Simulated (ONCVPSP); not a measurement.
# Before and after: ONCV potential for rubidium

* Element: Rb (Z = 37)
* Generator: ONCVPSP 4.0.1
* Type: optimised norm-conserving Vanderbilt (ONCV)
* Functional: Wu-Cohen
* Relativity: fully relativistic
* Frozen core: [Ar] 3d10
* Valence charge: 9
* Reference configuration: 4s2 4p6 5s0.5 (charge +0.5)
* Partial waves: 4s+5s: rc 2.45 bohr, ncon 4, nbas 8, qcut 6.3 1/bohr, 2 projectors; 4p: rc 2.05 bohr, ncon 3, nbas 8, qcut 7.5 1/bohr, 2 projectors, debl 2.7 Ha; d scattering state at 0.03 Ha: rc 2.05 bohr, ncon 4, nbas 7, qcut 5.1 1/bohr, local
* Local potential: the d channel
* Core correction: Teter function fitted to the true core (icmod 2), fcfact 0.25

Open shells are filled in proportion to 2j + 1.

Change: all radii but the core radius scaled by about 0.92 (s 2.26, p 1.88, d 1.88 bohr).

Cutoffs: the cutoffs (Ha) at which the residual kinetic energy of the hardest occupied pseudo-wave falls to 1 and 0.1 mHa per electron; they do not see the model core or the augmentation charge, which bear on the density cutoff. Errors are all-electron minus pseudo energies relative to the spin-unpolarised reference configuration.

Question: Predict the effect on cutoff, ghosts and configuration errors.

Answer: The potential gets harder (14 Ha and 18 Ha → 15 Ha and 19 Ha); of the 4 tests that both files solve, the error grows in 0 and shrinks in 1 by more than 15 % and 0.3 meV (median size 0.4 → 0.1 meV); neither file shows a bound ghost. A smaller radius makes the pseudo-wave follow the all-electron one further in, where it bends more sharply, so more plane waves are needed.

| quantity | base | changed |
| --- | --- | --- |
| cutoff, loose | 14 Ha | 15 Ha |
| cutoff, tight | 18 Ha | 19 Ha |
| loose cutoff by channel | s 10 Ha, p 14 Ha | s 11 Ha, p 15 Ha |
| bound ghosts | none | none |
| GHOST(+) flags under 300 eV | none | none |
| error for 4s2 4p6 5s1, meV [ΔE -1.52 eV] | 0.0 | 0.0 |
| error for 4s2 4p6 5s0, meV [ΔE 2.49 eV] | 0.0 | 0.0 |
| error for 4s2 4p6 5s0 5p1, meV [ΔE -0.08 eV] | +0.7 | +0.2 |
| error for 4s2 4p5 5s1, meV [ΔE 19.66 eV] | +3.0 | +2.7 |
| rms error of d²Exc/dni dnj with the model core, mHa | 4.56 | 4.72 |

Base: These tests converged, but a pseudo level misses the all-electron one widely, so the file describes the atom poorly there or has found another state: 4s2 4p6 5s0 5p1: empty 5s by 3.1 eV. Changed file: These tests converged, but a pseudo level misses the all-electron one widely, so the file describes the atom poorly there or has found another state: 4s2 4p6 5s0 5p1: empty 5s by 3.1 eV.
